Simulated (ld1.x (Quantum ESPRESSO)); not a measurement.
# Plane-wave convergence, TM semilocal potential for Co

| Quantity | Value |
| --- | --- |
| Element | cobalt |
| Generator | ld1.x (Quantum ESPRESSO) 7.5 |
| Type | norm-conserving Troullier–Martins (semilocal form) |
| Functional | PBE |
| Relativity | scalar-relativistic |
| Frozen core | [Ne] |
| Valence charge | 17 |
| Reference configuration | 3s2 3p6 3d7 4s1.75 4p0.25 |
| Partial waves | 3s (bound): rc 0.80 bohr; 3d (bound): rc 1.60 bohr; 3p (bound): rc 1.05 bohr |
| Local potential | the p channel |
| Core correction | a·sin(br)/r model core inside 0.50 bohr |

Occupied shells without a wave of their own: 4p, 4s. They enter only through the test configuration that unscreens the potential, and ld1.x also counts them in the model core charge.

The pseudo-atom Hamiltonian at the reference potential is diagonalised in spherical Bessel functions j_l(qr) that vanish at 20 bohr, with q² up to the cutoff. All-electron valence levels (Ry): 3s -7.5635, 4s -0.4256, 3d -0.6390, 3p -4.8612, 4p -0.1118.

Question: How do the lowest levels (Ry) of each channel move with the cutoff, and are there ghosts?

Answer:

```csv
cutoff (Ry),s #1,s #2,d #1,p #1,p #2,p #3,Σ f·Δε (mRy)
8,-6.1184,-0.3062,0.0153,-1.5541,-0.0262,0.0654,27552.1
18,-6.6066,-0.3679,0.0151,-3.3644,-0.0672,0.0441,15594.4
35,-6.8562,-0.3789,0.0126,-4.6109,-0.1024,0.0343,7571.0
55,-7.3236,-0.4101,-0.4379,-4.8391,-0.1115,0.0324,2056.0
90,-7.5255,-0.4276,-0.6354,-4.8603,-0.1128,0.0322,112.2
140,-7.5361,-0.4285,-0.6388,-4.8611,-0.1128,0.0322,60.4
230,-7.5620,-0.4301,-0.6390,-4.8613,-0.1128,0.0322,3.3
400,-7.5636,-0.4303,-0.6390,-4.8613,-0.1128,0.0322,0.0
```

Result: no extra level below or beside the all-electron valence levels (s, d, p tested); the semilocal form is local in each channel, so this says nothing of the separable form that plane-wave codes build from it; 10 mRy is reached at 200 Ry and 1 mRy at over 300 Ry.

ld1.x takes every shell without a wave as core, so the model core holds the 4p, 4s electrons as well and exchange and correlation see them twice. This cancels in the reference configuration, but the file is broken for other ones, and its errors say nothing about a proper core correction. Its largest configuration-test error is -1219 meV.
